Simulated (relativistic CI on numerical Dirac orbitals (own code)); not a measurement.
**Eu⁹⁺: sensitivity of the levels to the model**

Base calculation: Dirac-Coulomb-Breit CI, orbitals from a KLI potential per configuration, QED by a radiative potential, unscaled Slater integrals.

Configuration list (outside the closed core [Kr] 4d10): 4f⁵5s²5p, 4f⁶5s², 4f⁷5s, 4f⁵5s²6s, 4f⁵5s²7s. The list is cut by size and lacks configurations that can hold low levels.

Variants: (1) valence Slater integrals scaled by 0.9; (2) configuration mixing switched off; (3) only the first 3 configurations. Shifts of the energy above 4f⁵5s²5p ⁷I3, in cm⁻¹, for the lowest level and the first level of each name with at least 55 % of one term (blank where a level changes its place among those of its configuration and J or its character, or is not in the variant):

```tsv
Level	Base	Δ(1)	Δ(2)	Δ(3)
4f⁵5s²5p ⁷I3	0.0	0.0	0.0	0.0
4f⁵5s²5p ⁷I4	2062.4	-54.8	+3.2	0.0
4f⁵5s²5p ⁷I5	4531.2	-154.6	+7.2	0.0
4f⁵5s²5p ⁵G2	8283.7	-1002.1	+9.7	0.0
4f⁵5s²5p ⁷G1	10060.5	-856.7	-3.7	0.0
4f⁵5s²5p ⁷G2	10917.2	-861.4	+13.5	0.0
4f⁵5s²5p ⁷G3	12223.0	-888.4	+38.0	0.0
4f⁵5s²5p ⁷G6	14329.2	-662.5	+15.6	0.0
4f⁵5s²5p ⁷G7	15538.5	-647.9	+15.6	0.0
4f⁵5s²5p ⁷F1	18203.6	-1518.9	+207.8	0.0
4f⁵5s²5p ⁷F0	18281.8	-1476.0	+248.9	0.0
4f⁵5s²5p ⁵K5	30489.8	-2902.7	+22.6	0.0
4f⁵5s²5p ⁷D1	37226.2	-3202.3	+13.6	0.0
4f⁵5s²5p ⁵F1	41830.4	-3640.9	+24.4	0.0
```

At this charge energies of transitions that change n are usually good to better than 1 %, and those within a shell (Δn = 0) to a few per cent. Terms inside the open d or f shell come out 10 to 20 % too wide with unscaled integrals. Levels and lines within the n = 5 or 6 shells can be off by up to 10 % or somewhat more, and those that change n by about 2 %, since core polarisation is missing.

Ionisation energy from the two ground configurations alone: base 154.277 eV; valence Slater integrals scaled by 0.9 154.127 eV. The NIST ASD value (theoretical) is 161 eV. The gap of more than 2 % comes from missing correlation, or from a tabulated value that is itself an estimate.

LS names give the leading component of a level, which can be under half, so a name can repeat, a term be missing and a line seem to break the LS rules.
